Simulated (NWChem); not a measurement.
**Atomisation of selenium dioxide (O₂Se)**

```
Se
O 1 1.6029
O 1 1.6029 2 115.06
```
Charge 0, spin multiplicity 1.

Everything below was run with NWChem. Structure: optimised with PBE0/def2-SVP, a minimum by its harmonic frequencies.

Basis set: def2-TZVP. The atomisation energy is electronic alone: no zero-point, thermal, spin-orbit or counterpoise terms. No value is extrapolated to the basis-set limit. Free atoms are single determinants with multiplicities O 3, Se 3.

The Hamiltonian is non-relativistic. B3LYP has NWChem's definition, with VWN1-RPA local correlation. No SCF solution was tested for a lower state. Open-shell Hartree-Fock references start from PBE0 orbitals.

Task: One of these methods gave an atomisation energy of 44.4 kcal/mol. Which?
(A) B3LYP
(B) HF
(C) PBE
(D) BHandHLYP

Result: B, HF. The others give 199.3 (B3LYP), 160.1 (BHandHLYP), 231.3 (PBE).
